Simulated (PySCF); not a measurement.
CH3NOSi, SMILES C(=N[SiH3])=O. Atoms are numbered in the order given.

```xyz
7

Si     0.0000     0.0000    -1.5987
N      0.0000     0.0000     0.1214
C      0.0000     0.0000     1.3177
O      0.0000     0.0000     2.4855
H     -1.2194    -0.7040    -2.0861
H      0.0000     1.4080    -2.0861
H      1.2194    -0.7040    -2.0861
```

The structure is a stationary point at PBE0-D3(BJ)/def2-SVP.

The numbers are results of PySCF with ωB97X/def2-TZVPD, not measurements.

Mulliken values depend strongly on the basis, most of all with diffuse functions as here. Atomic charges (e):

```csv
atom,Mulliken,meta-Löwdin
Si1,0.18,…
N2,-0.28,…
C3,0.78,…
O4,-0.47,-0.37
H5,-0.07,-0.10
H6,-0.07,-0.10
H7,-0.07,-0.10
```

### Question
Some entries are withheld; supply them. (An estimate is asked for; the answer gives what the named calculation found.)

### Answer

- Si1, meta-Löwdin: 0.69
- N2, meta-Löwdin: -0.53
- C3, meta-Löwdin: 0.53
